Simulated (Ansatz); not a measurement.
`S=C[SiH2]S` + `C[SiH3]` → `[SiH3]C[SiH2]C=S` + H₂S  (formal exchange of groups at the Si–S bond)

Isolated molecules relaxed with PBE0-D4/def2-TZVP in Ansatz; ΔE leaves out vibrations. CBS: MP2 limit from def2 TZ/QZ plus the TZ coupled-cluster correction, frozen cores. This one scheme is used for every species. DFT in def2-TZVPP. One conformer a species, not always the lowest.

**Question.** Is it downhill or uphill in electronic energy at CCSD(T)/CBS, and by how much? (An estimate is asked.)

**Answer.** Ansatz gave: Uphill: ΔE = +51.1 kJ/mol.

**Question.** What do these levels give: LDA (SPW92), revPBE-D4, r2SCANh-D4, PBE, PBE0, r2SCAN0, CCSD/def2-SVP, HF/def2-TZVPP, SCS-MP2/def2-TZVPP, HF/def2-QZVPP, HF/CBS(def2), CCSD/CBS(def2)? (An estimate is asked.)

**Answer.** Ansatz gave: LDA (SPW92) 49.1, revPBE-D4 53.2, r2SCANh-D4 54.9, PBE 60.0, PBE0 58.5, r2SCAN0 56.6, CCSD/def2-SVP 46.2, HF/def2-TZVPP 62.0, SCS-MP2/def2-TZVPP 52.9, HF/def2-QZVPP 61.8, HF/CBS(def2) 61.8, CCSD/CBS(def2) 52.0 kJ/mol.

Largest T1 diagnostic among the species: 0.014.

In def2-TZVPP, CCSD(T) changes the Hartree–Fock value by −13.1 kJ/mol (the triples alone add −0.9 kJ/mol) and MP2 by −10.0 kJ/mol. The D4 term adds −9.0 kJ/mol with B3LYP and −5.3 kJ/mol with PBE0; it sums over pairs of atoms, weighted by their polarisabilities, and B3LYP, whose exchange is more repulsive, gets the larger term. At CCSD(T), def2-SVP lies −5.9 kJ/mol from the extrapolated value and def2-TZVPP −2.1 kJ/mol.

B3LYP here is the variant with VWN-RPA as its local correlation; programs differ in this.
